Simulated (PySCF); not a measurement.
H₆Se, SMILES [SeH6]. Heavy atoms are numbered as in [SeH6:1]. Hydrogens are named by the atom that carries them.

Coordinates come from a B3LYP-D3(BJ)/def2-TZVP optimisation.

Level of theory: M06-2X/def2-TZVPD in PySCF.

Mulliken values depend strongly on the basis, most of all with diffuse functions as here. Atomic charges (e), one atom of each kind:

| atom | Mulliken | meta-Löwdin |
|---|---|---|
| Se1 (SeH6) | -0.17 | (withheld) |
| H on Se1 | 0.03 | (withheld) |

**Question.** What belongs in the gaps? (An estimate is asked for; the answer gives what the named calculation found.)

**Answer.** 
- Se1 (SeH6), meta-Löwdin: 0.96
- H on Se1, meta-Löwdin: -0.16
